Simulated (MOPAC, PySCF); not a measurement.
C₂H₃ClGe, SMILES `[Ge]([Cl])[CH]=C` (lower singlet; C–C–Ge–Cl torsion 1°), neutral singlet in the gas phase. This singlet lies 1.84 eV below the relaxed triplet at the level B3LYP-D3(BJ)/def2-TZVP (PySCF).

Z-matrix (Å, degrees):
```
C
C 1 1.3346
H 2 1.0846 1 121.33
H 2 1.0864 3 116.40 1 180.00
H 1 1.0900 2 118.13 3 -179.96
Ge 1 1.9878 5 115.11 2 -179.73
Cl 6 2.2251 1 98.69 5 -179.37
```
Charge 0, spin multiplicity 1.

All levels are single points at this geometry (B3LYP-D3(BJ)/def2-TZVP); Pople sets use spherical d functions. Orbital energies aren't observables, and empty levels follow the basis.

B3LYP-D3(BJ)/def2-TZVP in PySCF gives dipole (D) = 2.36.

### Question
Estimate the dipole (D) from each of these levels: PBE-D3(BJ)/def2-TZVP in PySCF; BP86/6-31G* in PySCF; PBE/6-31G* in PySCF; HF/6-31G* in PySCF; AM1 in MOPAC.

### Answer

| level | dipole (D) |
|---|---|
| PBE-D3(BJ)/def2-TZVP in PySCF | 2.27 |
| BP86/6-31G* in PySCF | 2.58 |
| PBE/6-31G* in PySCF | 2.58 |
| HF/6-31G* in PySCF | 2.95 |
| AM1 in MOPAC | 2.40 |
